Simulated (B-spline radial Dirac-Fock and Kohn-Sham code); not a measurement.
## Be 2s: cross section and angular parameters

System: the free beryllium atom, [He] 2s2; threshold 7.84 eV (orbital energy of the model). Level of theory: Dirac-Hartree-Slater photoionisation with a Latter tail; cross sections with all multipoles, angular parameters from the dipole term and its interference with E2; an atomic code on a B-spline grid.

| hν (eV) | σ (kb) | β | γ |
| --- | --- | --- | --- |
| 60 | 304 | 2.000 | 0.036 |
| 63.3 | 276 | 2.000 | 0.041 |
| 72 | 216 | 2.000 | 0.053 |
| 79.9 | 175 | 2.000 | 0.065 |
| 81.9 | 166 | 2.000 | 0.068 |
| 115 | 78.7 | 2.000 | 0.116 |
| 122 | 68.6 | 2.000 | 0.125 |
| 239 | 13.8 | 2.000 | 0.238 |
| 263 | 10.9 | 2.000 | 0.257 |
| 300 | 7.86 | 2.000 | 0.285 |
| 356 | 5.11 | 2.000 | 0.326 |
| 422 | 3.28 | 2.000 | 0.372 |
| 432 | 3.08 | 2.000 | 0.378 |
| 495 | 2.15 | 2.000 | 0.419 |
| 768 | 0.634 | 2.000 | 0.567 |
| 800 | 0.564 | 2.000 | 0.583 |
| 1000 | ? | ? | ? |
| 1390 | 0.111 | 2.000 | 0.811 |
| 1486.9 | 0.0911 | 2.000 | 0.842 |
| 1580 | 0.0760 | 2.000 | 0.871 |
| 4000 | 0.00428 | 2.000 | 1.460 |
| 4800 | 0.00239 | 2.000 | 1.606 |
| 5030 | 0.00205 | 2.000 | 1.645 |
| 6290 | 0.000999 | 2.000 | 1.847 |
| 8047.8 | 0.000448 | 2.000 | 2.100 |
| 9251.7 | 0.000284 | 2.000 | 2.259 |
| 9540 | 0.000256 | 2.000 | 2.295 |
| 9990 | 0.000220 | 2.000 | 2.351 |
| 12200 | 0.000114 | 2.000 | 2.603 |
| 12800 | 9.70e-05 | 2.000 | 2.666 |

**Question.** Give the values at 1000 eV.

**Answer.** σ = 0.295 kb, β = 2.000, γ = 0.671. For an s subshell δ is negligible.

Values without a named source are computed, but for edge energies of neutral atoms, which are taken from tables.
